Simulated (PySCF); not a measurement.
## Electric field gradients and quadrupole coupling constants

Species: C5H8N2O2Si.
Structure used (GFN2-xTB), in Å, numbered top down from 1:
```
atom  x, y, z in Å
C1    -3.342   -0.363   -0.139
C2    -2.062    0.391   -0.299
C3    -2.130    1.783    0.040
N4    -2.161    2.897    0.305
N5    -1.004   -0.160   -0.702
Si6    0.598    0.340   -1.060
C7     1.639   -0.871   -0.004
C8     3.024   -0.760   -0.505
O9     3.509   -1.402   -1.401
O10    3.713    0.217    0.118
H11   -3.672   -0.319    0.899
H12   -3.198   -1.397   -0.438
H13   -4.118    0.096   -0.751
H14    1.018    1.711   -0.759
H15    0.702    0.031   -2.483
H16    1.599   -0.595    1.046
H17    1.275   -1.884   -0.143
H18    4.601    0.291   -0.264
```

Field gradients from the PBE0/pcSseg-1 density (PySCF, non-relativistic), principal values in atomic units, ordered |Vxx| ≤ |Vyy| ≤ |Vzz|:

| atom | Vxx | Vyy | Vzz |
| --- | --- | --- | --- |
| N4 | 0.4327 | 0.6037 | -1.0364 |
| N5 | 0.1591 | 0.8611 | -1.0202 |
| O9 | 0.6987 | 0.8892 | -1.5879 |
| O10 | -0.4405 | -1.2018 | 1.6422 |

Problem. Find the asymmetry η = (Vxx − Vyy)/Vzz and the couplings χ = eQV/h (234.96 MHz × Q in barn × V in au), with Q(14N) = 0.02044 b, Q(17O) = −0.0256 b.

Solution. 
| atom | environment | nucleus | η | χzz (MHz) | χxx (MHz) | χyy (MHz) |
| --- | --- | --- | --- | --- | --- | --- |
| N4 | nitrile nitrogen | 14N | 0.17 | -4.977 | 2.078 | 2.899 |
| N5 | C=N nitrogen | 14N | 0.69 | -4.900 | 0.764 | 4.136 |
| O9 | acid carbonyl oxygen | 17O | 0.12 | 9.55 | -4.20 | -5.35 |
| O10 | acid hydroxyl oxygen | 17O | 0.46 | -9.88 | 2.65 | 7.23 |

The tensor is traceless: Vxx + Vyy + Vzz = 0.

Problem. What is Vzz at O9 in SI units (1 au = 9.71736 × 10²¹ V/m²)?

Solution. -1.5879 au = -15.430 × 10²¹ V/m².

Problem. And the gradient at the other heavy atoms, for which no coupling is worked out here?

Solution. 
```
atom                  environment  Vzz (au)     η
  C1                methyl carbon     0.104  0.69
  C2                   C=N carbon     0.333  0.92
  C3               nitrile carbon    -0.397  0.08
 Si6                 SiH2 silicon     0.345  0.96
  C7  sp3 carbon bound to silicon     0.099  0.11
  C8       carboxylic acid carbon    -0.423  0.95
```

Problem. What couplings would deuterons (Q(2H) = 0.00286 b) have in place of the hydrogens, at this geometry?

Solution. 
```
atom  bonded to  bond length (Å)  Vzz (au)     η  χzz (kHz)
 H11         C1            1.090    0.3074  0.04        207
 H12         C1            1.086    0.3121  0.02        210
 H13         C1            1.090    0.3073  0.04        207
 H14        Si6            1.466    0.1556  0.02        105
 H15        Si6            1.460    0.1619  0.01        109
 H16         C7            1.087    0.3159  0.04        212
 H17         C7            1.086    0.3164  0.04        213
 H18        O10            0.970    0.4363  0.09        293
```

The structure is a single GFN2-xTB conformer in the gas phase; no vibrational or solvent corrections. GFN2-xTB bond lengths can be off by several hundredths of an ångström, more for odd bonds, and the gradients follow them. With a basis this small, the couplings can be 20 % off.
